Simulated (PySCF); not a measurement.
# LiBe⁺: one state, many levels of theory

State: ¹Σ⁺ (singlet), closed shell. Set-up: Li def2-SVPD, Be def2-SVPD; no relativity (PySCF 2.14). De refers to Li⁺ + Be in their ground configurations, without counterpoise correction. A positive dipole points towards Be; it is taken about the centre of mass and depends on that origin.

```tsv
Level	Re (Å)	ωe (cm⁻¹)	De (eV)	μ (D)
RHF-MP2	2.706	294	0.55	n/a
RHF-SCS-MP2	2.711	291	0.54	n/a
RHF-CCSD	2.730	274	0.442	n/a
RHF-CCSD(T)	2.729	275	0.443	n/a
LDA	2.614	322	0.71	-3.07
PBE	2.626	319	0.69	-3.15
revPBE	2.649	312	0.67	-3.23
r²SCAN	2.670	305	0.61	-3.28
PBE0	2.625	322	0.68	-3.13
M06-2X	2.619	313	0.65	-3.20
```

Q: Which functional lies closest to RHF-CCSD(T) in De, which farthest, and by how much do they differ from it?

A: Closest is r²SCAN (-5.9 pm in Re, +10.9 % in ωe, +0.17 eV in De against RHF-CCSD(T) in the same basis), farthest LDA (-11.5 pm in Re, +17.1 % in ωe, +0.27 eV in De). CCSD(T) converges more slowly with the basis than the functionals do and binds too weakly in this one, so the order can change at the basis-set limit.

Q: What does a quarter of exact exchange do here, going from PBE to PBE0?

A: PBE0 less PBE: -0.1 pm in Re, +0.9 % in ωe, -0.01 eV in De. Exact exchange removes part of the self-interaction that spreads semilocal densities, and in most molecules shortens and stiffens the bond and lowers De; so it does here.

Q: What does the gradient correction do here, going from LDA to PBE?

A: PBE less LDA: +1.2 pm in Re, -0.9 % in ωe, -0.02 eV in De. The gradient correction favours the more uneven density of free atoms, so it tends to lengthen bonds and takes away much of the overbinding of LDA; so it does here.

Correlated steps freeze no core orbitals. Closed-shell solutions of metal pairs were not tested for spin polarisation, which can lower them a little. Correlated levels converge slowly with the basis: in double zeta they bind strong bonds too weakly, by up to about 1 eV, and carry superposition errors of some tenths. For an ion De counts to the pair picked by the measured ionisation energies or electron affinities, which need not be the lowest pair at this level. The CCSD T1 diagnostic is raised, a sign that a single reference may not be enough here.
